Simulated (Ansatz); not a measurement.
System: sum formula H8Si3O2, charge 0, multiplicity 1. 
Geometry from a B3LYP-D3(BJ)/def2-TZVP (Ansatz, a program for electronic structure) optimisation:
SMILES: [SiH3]O[SiH2]O[SiH3]
```xyz
13

Si     2.3798     0.0660    -0.5271
O      1.1879     0.5535     0.4892
Si    -0.1610     0.1495     1.3119
O     -1.2904    -0.4613     0.3064
Si    -2.1842    -0.2465    -1.0522
H      1.8508    -0.0383    -1.9058
H      2.9038    -1.2542    -0.1052
H      3.4646     1.0685    -0.4845
H      0.1540    -0.8955     2.3044
H     -0.6717     1.3788     1.9477
H     -2.7486     1.1232    -1.0824
H     -3.2811    -1.2368    -1.0471
H     -1.3350    -0.4491    -2.2477
```
Charge 0, spin multiplicity 1.

Basis-set convergence of Hartree-Fock and MP2 correlation energies (hartree) with Ansatz. Valence correlation only, unless marked. Spin-orbit coupling is left out. Non-relativistic.

```json
[
 {"basis": "cc-pV(D+d)Z", "functions": "137", "E(HF)": "-1021.37750", "E(corr, MP2)": "-0.66337"},
 {"basis": "cc-pV(T+d)Z", "functions": "289", "E(HF)": "-1021.49249", "E(corr, MP2)": "-0.84081"},
 {"basis": "cc-pV(Q+d)Z", "functions": "542", "E(HF)": "-1021.51838", "E(corr, MP2)": "-0.90673"}
]
```

Extrapolating the two largest sets (X = 3 and 4) as X^-3: E(corr) = (64·(-0.90673) - 27·(-0.84081))/37 = -0.9548 Eh, an estimate of the basis-set limit. The largest set recovers 95.0 % of it, the smallest 69.5 %.
